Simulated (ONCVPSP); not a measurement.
# caesium (Cs): variants of one ONCV potential

Base potential:

* Element: caesium
* Generator: ONCVPSP 4.0.1
* Type: optimised norm-conserving Vanderbilt (ONCV)
* Functional: PBE
* Relativity: scalar-relativistic
* Frozen core: [Kr] 4d10
* Valence charge: 9
* Reference configuration: 5s2 5p6 6s0.5 6p0.5
* Partial waves: 5s+6s: rc 3.40 bohr, ncon 4, nbas 7, qcut 2.7 1/bohr, 2 projectors; 5p+6p: rc 3.25 bohr, ncon 5, nbas 8, qcut 4.5 1/bohr, 2 projectors; d scattering state at 0.45 Ha: rc 3.40 bohr, ncon 3, nbas 6, qcut 2.9 1/bohr, 2 projectors, debl 3.3 Ha
* Local potential: polynomial inside 2.30 bohr (lpopt 3, dvloc0 0 Ha)
* Core correction: Teter function, fcfact 5.5, rcfact 1

In the d channel the program set the typed energies aside and used 0.050, 3.350 Ha.

Cutoffs, loose and tight: the cutoffs (Ha) at which the residual kinetic energy of the hardest occupied pseudo-wave falls to 1 and 0.1 mHa per electron. They do not see the model core or the augmentation charge, which bear on the density cutoff. Test errors are all-electron minus pseudo excitation energies from the reference, over the configurations 5s2 5p6 6s1 6p0; 5s2 5p6 6s0 6p0; 5s2 5p6 6s0.5 6p0; 5s2 5p6 5d1 6s0 6p0. A dash means not determined; rows that change the core or the reference have their own tests.

1 further variants are left out, since the program set their typed debl aside.

For the base: The cutoffs count occupied waves only; projector 2 of the d channel, the hardest unoccupied one, needs 40 Ha at the loose tolerance.

A true bound ghost makes a file unfit for plane-wave use even where its test errors are small: the radial tests pick states by their node count and pass the ghost by.

| change | outcome | cutoff, loose | cutoff, tight | bound ghosts | GHOST(+) flags above zero | largest test error (meV) |
| --- | --- | --- | --- | --- | --- | --- |
| base | generated, projector energies reset by the program | 3.8 Ha | 6.8 Ha | none | d | -46 |
| core correction none | generated, projector energies reset by the program | 3.8 Ha | 6.8 Ha | none | d | -46 |
| p: nbas 10 | generated, projector energies reset by the program | 3.7 Ha | 5.3 Ha | none | d | -46 |
| s: qcut 1.8; p: qcut 3; d: qcut 1.9 | generated, projector energies reset by the program | 3.8 Ha | 9.0 Ha | d | d | -59 |
| p: rc 4.22 | generated, projector energies reset by the program | 4.0 Ha | 4.9 Ha | none | d | -46 |
| core correction Teter function, fcfact 2.7, rcfact 1 | generated, projector energies reset by the program | 3.8 Ha | 6.8 Ha | none | d | -46 |
| all radii but the core radius scaled by about 1.31 (s 4.46, p 4.26, d 4.46 bohr); local potential polynomial inside 3.02 bohr (lpopt 3, dvloc0 0 Ha) | generated, projector energies reset by the program | 4.0 Ha | 4.8 Ha | none | d | -0.7 |
